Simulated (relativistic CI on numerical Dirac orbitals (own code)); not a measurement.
Te X: computed level list

Method of calculation: Dirac-Coulomb-Breit CI, KLI orbitals optimised for each configuration, model QED, unscaled Slater integrals (own radial code, finite nucleus).

CI space (outside the closed core [Ar] 3d10): 4s2 4p6 4d7, 4s2 4p5 4d8, 4s2 4p6 4d6 4f, 4s2 4p6 4d6 5s, 4s2 4p6 4d6 5p, 4s 4p6 4d8, 4s2 4p5 4d7 4f, 4s2 4p6 4d5 5s 5p, 4s2 4p6 4d6 5d, 4s2 4p6 4d5 4f 5s, 4s2 4p6 4d6 6s, 4s2 4p6 4d6 6p, 4s 4p6 4d7 4f, 4s2 4p6 4d6 5f, 4s2 4p5 4d7 5s, 4s2 4p6 4d6 6d, 4s2 4p6 4d6 7s, 4s2 4p6 4d6 7p, 4s2 4p6 4d6 6f, 4s2 4p6 4d6 7f, 4s2 4p5 4d7 6s, 4p6 4d8 4f, 4s2 4p6 4d5 5s2, 4s2 4p6 4d4 4f 5s2, 4s2 4p6 4d4 5s2 5p, 4s2 4p5 4d5 4f 5s2, 4p6 4d9, 4p5 4d10, 4p5 4d9 4f. Double excitations out of closed p, d and f shells are left out; levels of such configurations are missing from the list, as are those of other unlisted configurations, and high levels can miss mixing partners. These lack a partner that the ground configuration has and come out too high: 4s2 4p5 4d7 5s, 4s2 4p5 4d7 6s.

The lowest level is 4s2 4p6 4d7 4F_9/2, with 91 % of that term; Hund's rules for 4s2 4p6 4d7 give 4F with J = 9/2, in agreement.

| No. | Configuration | Term | J | E (cm⁻¹) | % | Next component (%) | Lifetime (s) |
| --- | --- | --- | --- | --- | --- | --- | --- |
| 1 | 4s2 4p6 4d7 | 4F | 9/2 | 0 | 91 | 8 2G |  |
| 2 | 4s2 4p6 4d7 | 4F | 7/2 | 9848 | 97 | 2 2G | 3.27e-02 |
| 3 | 4s2 4p6 4d7 | 4F | 5/2 | 14560 | 90 | 7 2D | 1.84e-01 |
| 4 | 4s2 4p6 4d7 | 4F | 3/2 | 17020 | 80 | 13 2D | 1.27e+00 |
| 5 | 4s2 4p6 4d7 | 4P | 3/2 | 25630 | 49 | 40 2P | 8.65e-02 |
| 6 | 4s2 4p6 4d7 | 2G | 9/2 | 28863 | 68 | 23 2H | 1.43e-02 |
| 7 | 4s2 4p6 4d7 | 4P | 5/2 | 29189 | 92 | 5 2D | 7.76e-02 |
| 8 | 4s2 4p6 4d7 | 4P | 1/2 | 33826 | 72 | 27 2P | 4.60e-02 |
| 9 | 4s2 4p6 4d7 | 2G | 7/2 | 37960 | 93 | 4 2F | 2.27e-02 |
| 10 | 4s2 4p6 4d7 | 2H | 11/2 | 38028 | 99 | 1 4s2 4p5 4d7 4f 2H | 2.34e-01 |
| 11 | 4s2 4p6 4d7 | 4P | 3/2 | 42711 | 43 | 27 2P | 8.28e-03 |
| 12 | 4s2 4p6 4d7 | 2D | 5/2 | 46575 | 87 | 6 4F | 4.88e-03 |
| 13 | 4s2 4p6 4d7 | 2H | 9/2 | 48798 | 75 | 23 2G | 1.43e-02 |
| 14 | 4s2 4p6 4d7 | 2P | 1/2 | 48977 | 72 | 27 4P | 1.49e-02 |
| 15 | 4s2 4p6 4d7 | 2D | 3/2 | 60835 | 62 | 27 2P | 4.98e-03 |
| 16 | 4s2 4p6 4d7 | 2F | 5/2 | 60902 | 94 | 5 2D | 2.34e-02 |
| 17 | 4s2 4p6 4d7 | 2F | 7/2 | 66408 | 94 | 4 2G | 1.13e-02 |
| 18 | 4s2 4p6 4d7 | 2D | 3/2 | 99723 | 98 | 1 4s2 4p5 4d7 4f 2D | 2.67e-03 |
| 19 | 4s2 4p6 4d7 | 2D | 5/2 | 103711 | 94 | 4 2F | 2.37e-03 |
| 20 | 4d6(5D) 5s | 6D | 9/2 | 476752 | 94 | 6 4F | 3.45e-05 |
| 21 | 4d6(5D) 5s | 6D | 7/2 | 482524 | 94 | 3 4F | 1.68e-05 |
| 22 | 4d6(5D) 5s | 6D | 5/2 | 485377 | 91 | 6 4P | 2.26e-05 |
| 23 | 4d6(5D) 5s | 6D | 3/2 | 487630 | 91 | 6 4P | 2.10e-05 |
| 24 | 4d6(5D) 5s | 6D | 1/2 | 489024 | 92 | 7 4P | 2.69e-05 |
| 25 | 4d6(5D) 5s | 4D | 7/2 | 496361 | 87 | 7 2F | 4.65e-07 |
| 26 | 4d6(5D) 5s | 4D | 5/2 | 502268 | 86 | 8 4P | 4.76e-07 |
| 27 | 4d6(5D) 5s | 4D | 3/2 | 504871 | 83 | 12 2P | 4.67e-07 |
| 28 | 4d6(5D) 5s | 4D | 1/2 | 507256 | 89 | 10 2P | 4.59e-07 |
| 29 | 4d6(3H) 5s | 4H | 9/2 | 512276 | 29 | 27 4G | 1.60e-06 |
| 30 | 4d6(3H) 5s | 4H | 7/2 | 513742 | 44 | 20 4G | 1.36e-06 |

Energies count from the lowest computed level; lifetimes are radiative, by E1, M1, E2, M2, E3 decay to levels of this space only. Percentages are summed over parent terms; the parents shown are those of the largest component, closed shells are left out there.

The mean weight of the leading LS term, summed over parents, in these 30 levels is 81 %, and that of the leading jj configuration (from the same eigenvectors) 61 %, so LS coupling describes them better.

At this charge energies of transitions that change n are usually good to better than 1 %, and those within a shell (Δn = 0) to a few per cent. Terms inside the open d or f shell come out 10 to 20 % too wide with unscaled integrals. Levels and lines within the n = 5 or 6 shells can be off by up to 10 % or somewhat more, and those that change n by about 2 %, since core polarisation is missing.

Landé's interval rule says that E(J) − E(J−1) = AJ with one A. For the ground term the intervals give A = -983.9, -1346.4, -2188.4 cm⁻¹ for J = 5/2, 7/2, 9/2; the multiplet is inverted.

LS names give the leading component of a level, which can be under half, so a name can repeat, a term be missing and a line seem to break the LS rules.
